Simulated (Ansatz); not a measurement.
Start from `OC(=S)[O][GeH3]` and change one atom or group to get `OC=S`.

Ansatz, PBE0-D4/def2-TZVP geometries, multiplicity 1. Each molecule was computed in one conformer, which needn't be the lowest.

Scalar relativity is left out up to krypton.

| property | `OC(=S)[O][GeH3]` |
| --- | --- |
| HOMO energy (B3LYP/def2-TZVPP) / eV | -6.31 |
| LUMO energy (ωB97M-V/def2-TZVPP) / eV | 1.44 |
| HOMO energy (ωB97M-V/def2-TZVPP) / eV | -8.75 |
| LUMO energy (PBE/def2-TZVPP) / eV | -1.62 |
| LUMO energy (PBE0/def2-TZVPP) / eV | -0.67 |
| LUMO energy (B3LYP/def2-TZVPP) / eV | -0.91 |

Problem. What does the change do to each property? (Estimate.)

Solution. Computed: 
```csv
property,`OC=S`,shift
HOMO energy (B3LYP/def2-TZVPP) / eV,-6.52,-0.21
LUMO energy (ωB97M-V/def2-TZVPP) / eV,0.59,-0.85
HOMO energy (ωB97M-V/def2-TZVPP) / eV,-8.95,-0.20
LUMO energy (PBE/def2-TZVPP) / eV,-2.56,-0.94
LUMO energy (PBE0/def2-TZVPP) / eV,-1.63,-0.96
LUMO energy (B3LYP/def2-TZVPP) / eV,-1.85,-0.94
```

With PBE0 the HOMO falls by 0.20 eV and the LUMO falls by 0.96 eV, so the gap narrows by about 0.76 eV. PBE moves the HOMO by -0.19 eV and ωB97M-V by -0.20 eV.

B3LYP here is the variant with VWN-RPA as its local correlation; programs differ in this.
